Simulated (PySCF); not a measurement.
Compound: trans-Zr(PH3)2Cl4 (singlet state).
Bonds: Zr1–P2, Zr1–P6, Zr1–Cl10, Zr1–Cl11, Zr1–Cl12, Zr1–Cl13. Hydrogens: H3, H4, H5 on P2; H7, H8, H9 on P6.

Method: PBE0-D3(BJ)/def2-SVP geometry optimisation, gas phase, def2 core potentials past Kr (PySCF 2.14.0).

(1) How far are the bound atoms from Zr1?

(2) List the angles at Zr1.

(3) Describe the arrangement about Zr1 in numbers.

(4) What are the other bond lengths?

## Answers

(1) 6 atoms: Cl11 2.390 Å, Cl13 2.393 Å, Cl10 2.404 Å, Cl12 2.406 Å, P2 2.797 Å, P6 2.800 Å. The nearest atom not counted as bound is H8, at 3.64 Å (others tie with it).

(2) 
```tsv
angle	degrees	distance of the outer atoms (Å)
P2–Zr1–P6	172.9	5.59
Cl12–Zr1–Cl13	154.6	4.68
Cl10–Zr1–Cl11	154.0	4.67
P2–Zr1–Cl12	112.1	4.32
P6–Zr1–Cl10	108.8	4.24
P6–Zr1–Cl11	96.8	3.89
Cl11–Zr1–Cl13	95.5	3.54
P2–Zr1–Cl13	93.1	3.78
Cl10–Zr1–Cl13	93.1	3.48
Cl10–Zr1–Cl12	91.5	3.45
Cl11–Zr1–Cl12	91.2	3.43
P2–Zr1–Cl11	80.5	3.37
P6–Zr1–Cl13	80.5	3.37
P2–Zr1–Cl10	74.5	3.17
P6–Zr1–Cl12	74.4	3.16
```

(3) The three widest angles are 172.9°, 154.6° and 154.0°, the others run from 74.4° to 112.1°. The Zr–Cl distances aren't all alike: 2.390 to 2.406 Å.

(4) P2–H3 and 5 like bonds 1.417 Å.

Point group: near C2, missed by 0.18 Å at most; the miss may be what the optimiser left on a soft mode. Charge 0, singlet. Stationary, but not proved a minimum.
